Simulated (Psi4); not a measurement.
Pair of molecules, SMILES C=C with SMILES O=CO (the first has 6 atoms); geometry from B3LYP-D3(BJ)/def2-TZVP, rigid monomers moved along the line of their centres of mass till C1···H11 is 2.68 Å.
(charge 0, multiplicity 1):
```xyz
11

C     -0.58151    -0.24368    -0.01599
C      0.61768     0.32000     0.07119
H     -0.80659    -1.16663     0.50484
H     -1.37330     0.19040    -0.61471
H      0.85552     1.23808    -0.45262
H      1.40551    -0.12684     0.66567
O      0.34045    -1.20349     3.62593
C     -0.15397    -0.22822     4.12060
O     -0.60732     0.83902     3.45435
H     -0.29976    -0.08453     5.19963
H     -0.46822     0.69076     2.49596
```

Computed with Psi4 1.11 with SAPT0/jun-cc-pV(D+d)Z.

Q: Give the four SAPT terms and the total, and say what mostly holds the pair together.

A: electrostatics -3.88, exchange 2.95, induction -1.18, dispersion -1.44, total -3.55 kcal/mol; the largest attraction is electrostatics.
